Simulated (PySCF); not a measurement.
Electron correlation in Cr (chromium, neutral)

[Ar] 3d5 4s1, high-spin 7S determinant. All numbers are calculated (PySCF 2.14, the spin-free X2C one-electron Hamiltonian (Gaussian nucleus), in cc-pVTZ-DK (7s6p4d2f1g, 68 functions)). Frozen: [Ar]; 6 electrons correlated.

MP2 pair energies summed by pair of shells (mhartree):

| pair | energy | share (%) |
| --- | --- | --- |
| 3d-3d | -80.89 | 86.0 |
| 3d-4s | -13.20 | 14.0 |

Total MP2 correlation energy: -94.09 mhartree.

Same-spin part -94.09 and opposite-spin part 0.00 mhartree; SCS-MP2 scales them by 1/3 and 6/5 to -31.36 mhartree.
